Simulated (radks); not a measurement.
All-electron atom: the osmium ion Os1.25+ in [Xe] 4f14 5d4.75 6s1 6p1 (fractional occupations, a model configuration). Method: scalar-relativistic Kohn-Sham, PBE, spin-unpolarised, spherical densities, finite nucleus; Fermi nuclear charge, rms radius 5.4126 fm; computed with a radial shooting solver on a logarithmic mesh with Libxc functionals.

Normalised radial functions P(r) = r R(r), r in bohr:

r              4d      4f       6p
0.001419   0.0001  0.0000   0.0011
0.001939   0.0001  0.0000   0.0019
0.002649   0.0003  0.0000   0.0031
0.003589   0.0007  0.0000   0.0052
0.004904   0.0015  0.0000   0.0085
0.006646   0.0034  0.0000   0.0137
0.009079   0.0079  0.0001   0.0220
0.0123     0.0174  0.0002   0.0336
0.01681    0.0382  0.0007   0.0496
0.02297    0.0811  0.0021   0.0681
0.03112    0.1609  0.0059   0.0830
0.04252    0.3032  0.0167   0.0839
0.05763    0.5119  0.0433   0.0566
0.07873    0.7645  0.1066  -0.0079
0.1067     0.9268  0.2337  -0.0860
0.1458     0.7875  0.4643  -0.1209
0.1991     0.1654  0.7964  -0.0466
0.2699    -0.7584  1.1398   0.1020
0.3687    -1.4887  1.3550   0.1770
0.4997    -1.5253  1.3035   0.0504
0.6827    -0.9939  1.0086  -0.1910
0.9252    -0.4254  0.6323  -0.2929
1.264     -0.1076  0.3050  -0.1123
1.727     -0.0145  0.1086   0.2533
2.34      -0.0009  0.0277   0.5500
3.197     0.0000  0.0042   0.6119
4.333     0.0000  0.0003   0.4388
5.919     0.0000  0.0000   0.1987
8.022     0.0000  0.0000   0.0529
10.96     0.0000  0.0000   0.0065

4d: eigenvalue -288.75 eV, 1 radial node at r = 0.211 bohr, <r> = 0.489 bohr, 90 % of the charge inside 0.731 bohr. 4f: eigenvalue -67.843 eV, 0 radial nodes, <r> = 0.556 bohr, 90 % of the charge inside 0.908 bohr. 6p: eigenvalue -10.306 eV, 4 radial nodes at r = 0.0763, 0.220, 0.535, 1.40 bohr, <r> = 3.38 bohr, 90 % of the charge inside 4.95 bohr.
